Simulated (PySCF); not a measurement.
Several orderings of computed values.

Each SMILES stands for a single optimised conformer of the isolated species, non-relativistic unless stated. Electronic properties by PySCF.

Dipoles, sizes and rotational constants follow the conformer. The torsions of the flexible species, by atom-mapped SMILES:
- `[CH3:1][CH2:2][C@:3]12[CH2:4][C@:5]([C:6]([F:7])([F:8])[F:9])([CH2:10]1)[CH2:11]2`: C1–C2–C3–C4 61°, C4–C5–C6–F7 60°
- `[CH3:1][NH:2][SiH2:3][Si:4]([SiH3:5])([SiH3:6])[O:7][SiH3:8]`: C1–N2–Si3–Si4 176°, N2–Si3–Si4–Si5 68°, Si3–Si4–O7–Si8 -177°
- `[CH2:1]=[C:2]([F:3])[Si@@H:4]1[CH2:5][CH2:6][C@@H:7]1[N:8]([CH3:9])[CH3:10]`: C1–C2–Si4–C5 -154°, C6–C7–N8–C9 -168°
- `[CH3:1][CH2:2][O:3][C@@H:4]([O:5][SiH3:6])[SiH2:7][Cl:8]`: C1–C2–O3–C4 173°, C2–O3–C4–O5 66°, O3–C4–O5–Si6 -121°, O3–C4–Si7–Cl8 177°
- `[CH3:1][CH2:2][CH2:3][CH2:4][c:5]1[cH:6][cH:7][cH:8][cH:9][cH:10]1`: C1–C2–C3–C4 -178°, C2–C3–C4–C5 -66°, C3–C4–C5–C6 100°
- `[CH3:1][CH:2]([CH3:3])[O:4][SiH2:5][O:6][SiH2:7][Cl:8]`: C1–C2–O4–Si5 168°, C2–O4–Si5–O6 51°, O4–Si5–O6–Si7 14°, Si5–O6–Si7–Cl8 -44°
- `[OH:1][SiH2:2][Si@:3]([SiH3:4])([O:5][SiH3:6])[SiH2:7][SiH3:8]`: O1–Si2–Si3–Si4 -72°, Si2–Si3–O5–Si6 147°, Si2–Si3–Si7–Si8 78°, H–O1–Si2–Si3 70°
- `[F:1][C:2](=[C:3]=[P:4][CH2:5][CH2:6][PH2:7])[C:8]([F:9])([F:10])[F:11]`: C3–P4–C5–C6 73°, P4–C5–C6–P7 -178°, F1–C2–C8–F9 57°, H–P7–C6–C5 48°, H–P7–C6–C5 -44°
- `[CH2:1]=[CH:2][CH2:3]/[CH:4]=[C:5](\[CH3:6])[CH:7]([Cl:8])[Cl:9]`: C1–C2–C3–C4 -117°, C2–C3–C4–C5 -104°, C4–C5–C7–Cl8 -117°

The conformers of `C=C[C@@H]1C[C@@H]2C=C[C@@]1(C)C2` aren't listed.

**Question.** Rank by HOMO–LUMO gap, highest first (PBE0/pcSseg-1 at GFN2-xTB geometries).
A. `CCCCC1=CC=CC=C1`
B. `CCO[C@@H](O[SiH3])[SiH2]Cl`
C. `CC#CC1=COC=CO1`
D. `CN[SiH2][Si]([SiH3])([SiH3])O[SiH3]`
E. `CC[C@]12C[C@](C(F)(F)F)(C1)C2`
F. `C=C[C@@H]1C[C@@H]2C=C[C@@]1(C)C2`
G. `C=C(F)[Si@@H]1CC[C@@H]1N(C)C`

**Answer.** E (10.14 eV), B (8.02 eV), F (7.11 eV), A (6.86 eV), G (5.53 eV), D (5.39 eV), C (4.78 eV).

**Question.** Rank by HOMO energy, lowest first (PBE0/pcSseg-1 at GFN2-xTB geometries).
A. `C1[C@]2(C[C@@]1(C2)CC)C(F)(F)F`
B. `CCO[C@@H](O[SiH3])[SiH2]Cl`
C. `CCCCc1ccccc1`
D. `C=C[C@@H]1C[C@@H]2C=C[C@@]1(C)C2`
E. `CC(C)O[SiH2]O[SiH2]Cl`
F. `CC#CC1=COC=CO1`
G. `O[SiH2][Si@]([SiH3])(O[SiH3])[SiH2][SiH3]`

**Answer.** A (-8.88 eV), E (-8.19 eV), B (-7.77 eV), G (-7.39 eV), C (-6.98 eV), D (-6.82 eV), F (-5.50 eV).

**Question.** Rank by smallest rotational constant, lowest first (GFN2-xTB).
A. `O[SiH2][Si@]([SiH3])(O[SiH3])[SiH2][SiH3]`
B. `CCO[C@@H](O[SiH3])[SiH2]Cl`
C. `P(CCP)=C=C(F)C(F)(F)F`
D. `CC(C)O[SiH2]O[SiH2]Cl`
E. `CCCCc1ccccc1`

**Answer.** C (0.322 GHz), A (0.408 GHz), B (0.499 GHz), D (0.584 GHz), E (0.690 GHz).

**Question.** Give the two extremes of that set in cm⁻¹.

**Answer.** `FC(=C=PCCP)C(F)(F)F`: 0.0107 cm⁻¹; `CCCCc1ccccc1`: 0.0230 cm⁻¹.

**Question.** Rank by dipole moment, lowest first (PBE0/pcSseg-1 at GFN2-xTB geometries).
A. `CC#CC1=COC=CO1`
B. `CC[C@]12C[C@](C(F)(F)F)(C1)C2`
C. `C=CC/C=C(\C)C(Cl)Cl`
D. `CN[SiH2][Si]([SiH3])([SiH3])O[SiH3]`
E. `CCCCc1ccccc1`
F. `C=C(F)[Si@@H]1CC[C@@H]1N(C)C`
G. `CCO[C@@H](O[SiH3])[SiH2]Cl`
H. `FC(=C=PCCP)C(F)(F)F`

**Answer.** E (0.35 D), D (0.78 D), A (0.93 D), F (1.63 D), G (2.18 D), C (2.46 D), H (2.97 D), B (3.12 D).

**Question.** By how much do the two ends of that ranking differ?

**Answer.** By 2.77 D, between `CC[C@]12C[C@](C(F)(F)F)(C1)C2` and `CCCCc1ccccc1`.
